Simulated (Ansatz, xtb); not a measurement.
## C4H5Se−: which of two isomers lies lower

Structure I: `CC#CC[Se-]`, a singlet. Structure II: `[Se-]CC1C=C1`, a singlet. Both are isolated ions in the gas phase, relaxed with B3LYP/def2-SVPD; the shapes shown needn't be the lowest conformers.

I (Å):

```yaml
atoms:
  - { symbol: C, position_ang: [-2.5585, 0.0387, 0.3432] }
  - { symbol: C, position_ang: [-1.2947, -0.5451, -0.1013] }
  - { symbol: C, position_ang: [-0.2474, -0.9852, -0.5402] }
  - { symbol: C, position_ang: [1.0034, -1.5133, -1.0610] }
  - { symbol: Se, position_ang: [1.5455, -0.7684, -2.8593] }
  - { symbol: H, position_ang: [-3.3484, -0.7243, 0.4515] }
  - { symbol: H, position_ang: [-2.9279, 0.7906, -0.3755] }
  - { symbol: H, position_ang: [-2.4590, 0.5423, 1.3201] }
  - { symbol: H, position_ang: [1.8140, -1.3014, -0.3476] }
  - { symbol: H, position_ang: [0.9264, -2.6069, -1.1558] }
```

II (Å):

```xyz
10

C    -1.3871    1.3395   -0.3379
C    -0.0346    0.7012   -0.0960
C     0.4591    0.3350    1.2988
C     0.0938   -0.6566    0.5348
Se   -2.3176    0.6311   -1.9665
H    -1.2611    2.4281   -0.4556
H    -2.0270    1.1686    0.5421
H     0.7123    0.9720   -0.8585
H     0.7905    0.6717    2.2793
H    -0.1050   -1.7162    0.4027
```

Task: Estimate which is lower in electronic energy at CCSD(T)/def2-SVPD + ΔMP2/def2-TZVPPD, and by roughly how much.

Result: The CCSD(T)/def2-SVPD + ΔMP2/def2-TZVPPD calculation puts structure I lower, by 26.4 kcal/mol.

How the difference moves with the method:

| level | geometry | E(II) − E(I) (kcal/mol) | departure from the last row (kcal/mol) | job, with rough time for the two |
| --- | --- | --- | --- | --- |
| GFN2-xTB | GFN2-xTB | +25.2 | −1.1 | optimisation, 0.12 s |
| HF/STO-3G | GFN2-xTB | +41.3 | +15.0 | single point, 0.32 s |
| r2SCAN-D4/def2-SVPD | GFN2-xTB | +23.3 | −3.0 | single point, 5.6 s |
| B3LYP/def2-SVPD | B3LYP/def2-SVPD | +27.1 | +0.7 | optimisation, 56 s |
| HF/def2-SVPD | B3LYP/def2-SVPD | +30.6 | +4.2 | part of the CCSD(T) run |
| MP2/def2-SVPD | B3LYP/def2-SVPD | +25.8 | −0.5 | part of the CCSD(T) run |
| CCSD(T)/def2-SVPD | B3LYP/def2-SVPD | +25.3 | −1.1 | single point |
| CCSD(T)/def2-SVPD + ΔMP2/def2-TZVPPD | B3LYP/def2-SVPD | +26.4 |  | single point, 2 min |

As drawn, II has 1 C–C, 1 C=C in place of 1 C≡C. Structure I has no ring, II a 3-membered ring.

The levels shown agree on the order. The largest departure from CCSD(T)/def2-SVPD + ΔMP2/def2-TZVPPD is that of HF/STO-3G, 15.0 kcal/mol. The last row adds to CCSD(T) the change of the MP2 difference between the two basis sets, here +1.1 kcal/mol.

With thermal terms from frequencies at re-optimised GFN2-xTB minima (ideal gas, soft modes damped towards free rotors, one conformer each, 298.15 K, 1 atm): the zero-point term adds +0.2 kcal/mol; ΔH is +25.9 and ΔG +27.7 kcal/mol.

The correlated steps freeze 13 core orbitals; the filled d shell of Se is correlated, in a basis made for valence electrons. Run with Ansatz 0.2.0, xtb 6.7.1; the last row on 4 threads of Arm Neoverse V1 on a shared host.
